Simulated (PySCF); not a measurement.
C2H6OSeSi.
Geometry (PBE0-D3(BJ)/def2-SVP, Å), atoms numbered from 1 in this order:
```
atom  x, y, z in Å
C1    -1.6277    0.1729   -0.5003
C2    -0.1517   -0.1115   -0.4778
O3     0.4036   -0.6871   -1.3855
Si4    0.8803    0.4836    1.0775
Se5    2.9966   -0.1579    0.6038
H6    -1.7975    1.2600   -0.4338
H7    -2.1103   -0.2789    0.3817
H8    -2.0772   -0.2228   -1.4216
H9     0.7141    1.9626    1.2226
H10    0.3074   -0.1510    2.3045
H11    2.4194   -0.7111   -0.6466
```

Computed, not measured: TDDFT CAM-B3LYP/def2-SVPD, vertical, gas phase, core orbitals frozen in the response (PySCF). Relativistic effects, spin–orbit coupling among them, are left out although an element past zinc is present.

Ground-to-excited transition dipoles (e·a0, same axes as the geometry; the sign carries no meaning), for the states with f of 0.002 or more among the lowest 9:

```json
{"state": "S2", "E (eV)": "5.182", "μx": "0.178", "μy": "-0.089", "μz": "-0.102"}
{"state": "S3", "E (eV)": "5.449", "μx": "0.042", "μy": "0.207", "μz": "-0.113"}
{"state": "S4", "E (eV)": "5.622", "μx": "-0.067", "μy": "-0.347", "μz": "0.182"}
{"state": "S5", "E (eV)": "6.474", "μx": "-0.064", "μy": "-0.358", "μz": "0.185"}
{"state": "S6", "E (eV)": "6.498", "μx": "-0.226", "μy": "0.068", "μz": "0.050"}
{"state": "S7", "E (eV)": "6.780", "μx": "-0.173", "μy": "-0.053", "μz": "-0.183"}
{"state": "S9", "E (eV)": "7.050", "μx": "0.886", "μy": "0.133", "μz": "0.598"}
```

Question: What oscillator strength does each state have?

Answer: f = (2/3) ΔE |μ|² with ΔE in hartree (27.2114 eV).

| state | \|μ\|² (au) | \|μ\| (D) | f |
| --- | --- | --- | --- |
| S2 | 0.050 | 0.57 | 0.006 |
| S3 | 0.058 | 0.61 | 0.008 |
| S4 | 0.158 | 1.01 | 0.022 |
| S5 | 0.166 | 1.04 | 0.026 |
| S6 | 0.058 | 0.61 | 0.009 |
| S7 | 0.066 | 0.65 | 0.011 |
| S9 | 1.161 | 2.74 | 0.201 |

Question: What is the point group, and which symmetry does each of these states have?

Answer: Cs. Polarised normal to the mirror plane, so A″: S3, S4 and S5. Polarised in the mirror plane, so A′: S2, S6, S7 and S9.

Question: Which bond between heavy atoms lies closest to the direction of the S9 transition dipole?

Answer: C2–Si4, at 24° from it; next C1–C2 at 38°.

Question: What angle do the transition dipoles of S7 and S9 make?

Answer: |cos θ| = |μa·μb| / (|μa| |μb|) = 0.97, so θ ≈ 13° (taken between 0 and 90°, since the signs are arbitrary).

Question: How is the summed strength of these states shared among x, y and z?

Answer: (2/3) Σ ΔE μα² gives 0.154 for x, 0.048 for y and 0.081 for z, 0.283 in all.

Question: What peak molar absorption coefficient would the strongest computed level give as a lone Gaussian band 0.5 eV wide at half height?

Answer: ε(max) = 2.175×10⁸ f / FWHM, with the width in cm⁻¹. S9: 2.175×10⁸ × 0.2006 / 4033 ≈ 11000 L mol⁻¹ cm⁻¹.

All these states lie below the vertical ionisation energy of 9.22 eV (ΔSCF).

The run took 94 s of wall time (grids of density and orbitals included) on one thread of an Arm Neoverse V1, no GPU, on a shared host, and the process peaked at 0.96 GiB of memory.

One conformer stands for the species.
